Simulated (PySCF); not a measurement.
## Calibrating a computed adiabatic ionisation energy

Energies: ωB97X-D3(BJ)/ma-def2-TZVP (PySCF, density fitting, integration grid level 2) on PBE0-D3(BJ)/ma-def2-SVP structures. The prefix ma- adds one diffuse s and one diffuse p function on all atoms but H. ωB97X-D3(BJ) is ωB97X-V with D3(BJ) in place of VV10. Zero-point energies come from unscaled PBE0-D3(BJ)/ma-def2-SVP harmonic frequencies.

```json
{"molecule": "thioformyl radical, `[CH]=S` (CHS•, doublet)", "computed / eV": "7.80", "measured / eV": "7.41"}
{"molecule": "dimethyl sulfide, `CSC` (C2H6S)", "computed / eV": "8.64", "measured / eV": "8.69"}
{"molecule": "selenophene, `c1cc[se]c1` (C4H4Se)", "computed / eV": "8.69", "measured / eV": "8.87"}
{"molecule": "`c1ccsc1` (C4H4S)", "computed / eV": "8.77", "measured / eV": "8.86"}
{"molecule": "thiirane, `C1CS1` (C2H4S)", "computed / eV": "9.02", "measured / eV": "9.02"}
{"molecule": "carbonyl sulfide, `O=C=S` (COS)", "computed / eV": "11.20", "measured / eV": "?"}
{"molecule": "carbon monosulfide, `[C-]#[S+]` (CS)", "computed / eV": "11.55", "measured / eV": "11.33"}
{"molecule": "carbon dioxide, `O=C=O` (CO2)", "computed / eV": "13.80", "measured / eV": "13.78"}
```

Task: Fit a straight line to the complete rows and predict the measured value of carbonyl sulfide, `O=C=S` (COS).

Result: measured = -0.026 + 0.9982·computed (7 points, rms 0.18 eV, correlation 0.996). At 11.20 this gives 11.15 eV; the measured value is 11.18 eV, so the fit is off by 0.03.

Measured values: NIST Chemistry WebBook, evaluated or the median of agreeing entries.

(carbonyl sulfide) Run with `OMP_NUM_THREADS=1 python redox_run.py task.json out` on 1 thread of Intel Xeon 6975P-C, a shared host. Structures, frequencies and single points: 61 s of wall time.
